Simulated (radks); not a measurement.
Effect of the nuclear size on the mercury ion Hg+, [Xe] 4f14 5d10 6s1. Calculated with a radial shooting solver on a logarithmic mesh with Libxc functionals: Dirac Kohn-Sham, relativistic LDA (MacDonald-Vosko exchange, VWN5 correlation), spin-unpolarised, spherical densities, finite nucleus; Fermi nuclear charge, rms radius 5.4648 fm. The rms radius is varied about that value; shifts are against it.

rms radius (fm)  total energy shift (eV)  density at nucleus (e/bohr^3)  1s1/2 shift (meV)  2s1/2 shift (meV)  5s1/2 shift (meV)  6s1/2 shift (meV)  6p1/2 (empty) shift (meV)  7s1/2 (empty) shift (meV)
4.6014                             -31.1                      2.455e+06             -12400              -1840              -21.5              -2.11                      0.195                     -0.209
5.2735                             -7.16                      2.322e+06              -2850               -425              -4.96             -0.486                      0.045                     -0.048
5.4648                                 0                      2.288e+06              0.000              0.000              0.000              0.000                      0.000                      0.000
5.7599                              11.3                      2.239e+06               4510                673               7.85              0.770                     -0.071                      0.076
6.3665                              35.8                      2.148e+06              14200               2120               24.7               2.43                     -0.223                      0.240

Slopes of the eigenvalues against <r^2> in GHz/fm^2, as finite differences over the two radii next to the reference (eigenvalue slopes, not the field-shift constants of lines): 1s1/2 332000, 2s1/2 49400, 5s1/2 577, 6s1/2 56.6, 6p1/2 (empty) -5.21, 7s1/2 (empty) 5.59.
